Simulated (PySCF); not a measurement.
SMILES C[SiH2]C[SiH](C)C (C4H14Si2), GFN2-xTB optimised geometry.

```
20

Si    -1.70     0.74     0.00
C     -2.34     2.53     0.00
C      0.20     0.74     0.00
Si     1.03    -0.96     0.17
C      2.92    -0.76     0.06
C      0.43    -2.12    -1.21
H     -2.21     0.05     1.19
H     -2.21     0.06    -1.20
H     -2.00     3.07     0.88
H     -3.42     2.56    -0.01
H     -1.99     3.08    -0.87
H      0.55     1.38     0.81
H      0.55     1.22    -0.92
H      0.68    -1.55     1.48
H      3.42    -1.72     0.17
H      3.29    -0.11     0.84
H      3.22    -0.34    -0.89
H     -0.63    -2.30    -1.14
H      0.93    -3.08    -1.17
H      0.63    -1.70    -2.20
```

Density from PBE0/def2-SVP (PySCF 2.14.0) at that geometry.

Minimum of the electron density along straight lines between bonded atoms, close to the bond critical point (lines longer than 1.1 times the sum of covalent radii, or with two minima, are not listed):

```csv
bond,length / Å,ρ at the minimum / e bohr⁻³,∇²ρ there / e bohr⁻⁵,position (fraction from the first atom)
Si1–C2,1.900,0.111,0.31,0.38
Si1–C3,1.900,0.109,0.31,0.38
C3–Si4,1.905,0.108,0.32,0.62
Si4–C5,1.905,0.110,0.32,0.38
Si4–C6,1.900,0.111,0.31,0.38
Si1–H7,1.469,0.116,0.33,0.49
Si1–H8,1.470,0.116,0.32,0.49
C2–H9,1.086,0.271,-0.97,0.62
C2–H10,1.086,0.272,-0.97,0.62
C2–H11,1.086,0.271,-0.97,0.62
C3–H12,1.090,0.266,-0.91,0.62
C3–H13,1.091,0.265,-0.91,0.62
Si4–H14,1.475,0.115,0.32,0.49
C5–H15,1.086,0.271,-0.97,0.62
C5–H16,1.086,0.271,-0.97,0.62
C5–H17,1.087,0.271,-0.96,0.62
C6–H18,1.085,0.272,-0.97,0.62
C6–H19,1.086,0.271,-0.97,0.62
C6–H20,1.086,0.271,-0.96,0.62
```
